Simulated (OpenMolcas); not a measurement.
# Mo3+: moving the ligands

Mo3+ with 6 ligands (bromide) in octahedral coordination (Oh) at 2.6 Å. A charge of +0.5 e stands 3.2 Å behind each ligand. Ligand basis ANO-RCC-VDZP.

```
Program             : OpenMolcas
Method              : CASSCF
Basis               : ANO-RCC-VDZP [6s5p3d1f]
Scalar Hamiltonian  : DKH2, point nucleus
Active space        : 3 electrons in 5 orbitals (4d)
State averaging     : 2S+1 = 4 even, 10 roots; 2S+1 = 2 even, 40 roots
Spin-orbit coupling : RASSI with atomic mean-field integrals over the reference wave functions
```

Runs around this geometry, states (labels of O, the rotations of Oh). Energies in cm-1 above the lowest state or level, χT in cm3 K/mol; 10Dq and B are least-squares fits to the states below 45000 cm-1, weighted by degeneracy, with a free offset, and given where the rms deviation is under 5 % of |10Dq| (or 100 cm-1) and under 700 cm-1.

```tsv
R (Å)	Ground state	First state of that spin	10Dq	B (rms of fit)	First gap with spin-orbit (degeneracies)	χT at 300 K	First state of another spin
2.5	4A2	4T2 19734	19166	589 (506)	12957 (4, 4)	1.797	2E 13010
2.6	4A2	4T2 16436	15876	621 (431)	13228 (4, 4)	1.768	2E 13356
2.68	4A2	4T2 14210	13584	644 (393)	13145 (4, 4)	1.741	2E 13554
```

Taking |10Dq| as R^-n, n = -ln(13584 / 19166) / ln(2.68 / 2.5) = 5.0 between the shortest and longest distance. The point-charge formula for a cubic d site gives n = 5.

Without dynamic correlation the repulsion within the d shell is too large (B by tens of per cent), so at a given field states of lower spin stand too high. With metal d orbitals alone the field can be off either way by tens of per cent. Ligand-to-metal charge-transfer states are missing. With no ligand orbital active B as a rule stays too high, so bands that hang on it stand too high and its fall with covalency is understated. The least metal-like active orbital is 73 % on the metal (Löwdin) and no ligand orbital is active, so the numbers are rough (holds for R = 2.5). The least metal-like active orbital is 76 % on the metal (Löwdin) and no ligand orbital is active, so the numbers are rough (holds for R = 2.6). The least metal-like active orbital is 79 % on the metal (Löwdin) and no ligand orbital is active, so the numbers are rough (holds for R = 2.68). No measured value stands beside these numbers; the geometry was imposed, not optimised, and the real ion may take another.
